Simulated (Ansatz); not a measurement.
# A geometry optimisation of FGeH4Si+ with B3LYP/6-31G*

The starting geometry of this gas-phase singlet was optimised with GFN2-xTB; its bonds are those of `F[SiH2][GeH2+]`.

```xyz
7

F     0.0525    1.2326   -1.9809
Ge    1.2648    1.9541    0.8283
Si    0.3531    2.6921   -1.4319
H     1.5128    3.2301   -2.1303
H    -0.9100    3.3503   -1.1231
H     0.5688    1.7439    2.2040
H     2.6794    1.4186    1.2003
```

Q: Predict what it relaxes into with B3LYP/6-31G*.

A: It keeps its bonds, and is `F[SiH2][GeH2+]`.

The energy falls by 0.20 eV over 21 steps:

```json
{"step": "1", "E − E(last) (eV)": "0.203"}
{"step": "3", "E − E(last) (eV)": "0.067"}
{"step": "5", "E − E(last) (eV)": "0.056"}
{"step": "8", "E − E(last) (eV)": "0.052"}
{"step": "10", "E − E(last) (eV)": "0.032"}
{"step": "12", "E − E(last) (eV)": "0.025"}
{"step": "14", "E − E(last) (eV)": "0.005"}
{"step": "17", "E − E(last) (eV)": "0.000"}
{"step": "19", "E − E(last) (eV)": "0.000"}
{"step": "21", "E − E(last) (eV)": "0.000"}
```

Final geometry (Å):

```yaml
atoms:
  - { symbol: F, position_ang: [0.6774, 1.3279, -2.3218] }
  - { symbol: Ge, position_ang: [1.2663, 1.8897, 0.8300] }
  - { symbol: Si, position_ang: [0.3577, 2.5644, -1.3689] }
  - { symbol: H, position_ang: [1.1332, 3.7751, -1.7000] }
  - { symbol: H, position_ang: [-1.0824, 2.7413, -1.1018] }
  - { symbol: H, position_ang: [1.1948, 2.7759, 2.0978] }
  - { symbol: H, position_ang: [1.9743, 0.5476, 1.1310] }
```

Frequencies at the end are all real (lowest 102 cm⁻¹). Run with Ansatz 0.2.0, 35 s on 1 thread of Intel(R) Xeon(R) 6975P-C (Granite Rapids) (shared host).
